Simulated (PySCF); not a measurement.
Run record: excited-state job, chloroacetaldehyde dimethyl acetal (`COC(CCl)OC`).

Computed with TDDFT PBE0/def2-SVPD, vertical, gas phase, core orbitals frozen in the response (PySCF 2.14.0, density-fitted response routines). Geometry: GFN2-xTB. A driver script takes a list of jobs; this job's settings line and coordinates (Å) are shown.

Command:
```bash
OMP_NUM_THREADS=1 python probes_run.py task.json out
```

Input:
```
{"job": {"kind": "uv", "xc": "PBE0", "basis": "def2-SVPD", "nstates": 6, "ntriplets": 2}, "charge": 0, "multiplicity": 1}
C     -1.195542    -1.562764     0.319132
O     -0.551030    -0.683238    -0.576111
C     -0.061560     0.511079    -0.023253
C     -0.858088     1.716887    -0.527508
Cl    -2.473082     1.735419     0.190273
O      1.253543     0.737831    -0.431809
C      2.166663    -0.261643    -0.021762
H     -1.469398    -2.434616    -0.271313
H     -0.528028    -1.868638     1.133121
H     -2.098208    -1.111747     0.742735
H     -0.114260     0.458621     1.082902
H     -0.350445     2.638690    -0.248386
H     -0.965952     1.650612    -1.608930
H      1.907014    -1.231760    -0.452888
H      3.138824     0.056160    -0.389235
H      2.191948    -0.341950     1.071621
```

Problem. Give the output.

Solution. 
```
coarse grid: 13720 points
cycle   1  E = -767.4293238935  dE =  7.401e-01  |g| = 6.786e-01  |ddm| = 5.639e+00
cycle   2  E = -767.3299374888  dE =  9.939e-02  |g| = 1.005e+00  |ddm| = 2.252e+00
cycle   3  E = -767.5177136710  dE = -1.878e-01  |g| = 6.556e-02  |ddm| = 1.269e+00
cycle   4  E = -767.5184738827  dE = -7.602e-04  |g| = 2.492e-02  |ddm| = 1.311e-01
cycle   5  E = -767.5186082866  dE = -1.344e-04  |g| = 7.644e-03  |ddm| = 5.012e-02
cycle   6  E = -767.5186206494  dE = -1.236e-05  |g| = 1.696e-03  |ddm| = 1.407e-02
cycle   7  E = -767.5186212800  dE = -6.307e-07  |g| = 5.051e-04  |ddm| = 3.857e-03
final grid: 127344 points
cycle   8  E = -767.6199930572  dE = -3.848e-05  |g| = 1.262e-02  |ddm| = 1.424e-01
cycle   9  E = -767.6199655821  dE =  2.748e-05  |g| = 1.771e-02  |ddm| = 4.192e-02
cycle  10  E = -767.6200242609  dE = -5.868e-05  |g| = 1.393e-03  |ddm| = 2.253e-02
cycle  11  E = -767.6200247180  dE = -4.571e-07  |g| = 1.743e-04  |ddm| = 2.164e-03
cycle  12  E = -767.6200247243  dE = -6.298e-09  |g| = 7.274e-05  |ddm| = 4.670e-04
cycle  13  E = -767.6200247255  dE = -1.226e-09  |g| = 2.615e-05  |ddm| = 1.903e-04
cycle  14  E = -767.6200247257  dE = -1.589e-10  |g| = 4.992e-06  |ddm| = 4.566e-05
converged SCF energy = -767.6200247257

Static polarisability (au): isotropic 73.468, principal 61.940 73.169 85.296

Singlet excitations
state   eV       nm        f      main configurations
  1   7.1230    174.1   0.00412   H->L 0.92
  2   7.3623    168.4   0.02364   H->L+1 0.88
  3   7.4699    166.0   0.00148   H-1->L 0.58, H-2->L 0.27
  4   7.6277    162.5   0.00219   H-2->L 0.54, H-1->L 0.21, H-1->L+1 0.10
  5   7.7845    159.3   0.01381   H-1->L+1 0.73
  6   8.0125    154.7   0.01546   H->L+2 0.80

Triplet excitations (Tamm-Dancoff, eV): 6.7154 6.8138
```

The SCF starts on a coarse grid where the log names one; the energy can jump when the final grid takes over, and dE then counts from the start density on the new grid. H and L stand for HOMO and LUMO; the number after each pair is its weight.

Problem. Which computed singlet has the largest oscillator strength, and what do all of them sum to?

Solution. State 2 at 7.36 eV (168 nm), f = 0.024; the 6 states sum to 0.061.

Problem. How does the lowest singlet excitation compare with the HOMO–LUMO gap?

Solution. HOMO -7.80 eV and LUMO 0.58 eV give a gap of 8.38 eV; S1 at 7.12 eV lies 1.26 eV below it.

Summary of the converged run: HOMO -7.80 eV, LUMO 0.58 eV; lowest singlet 7.12 eV; lowest triplet 6.72 eV (Tamm–Dancoff); mean polarisability 73.5 au.

Time: 40 s of wall time; peak memory 0.90 GiB. Hardware: Arm Neoverse V1, one thread (shared host).

One conformer stands for the species.
Labels such as C1 count atoms from 1, the log's own numbers from 0.
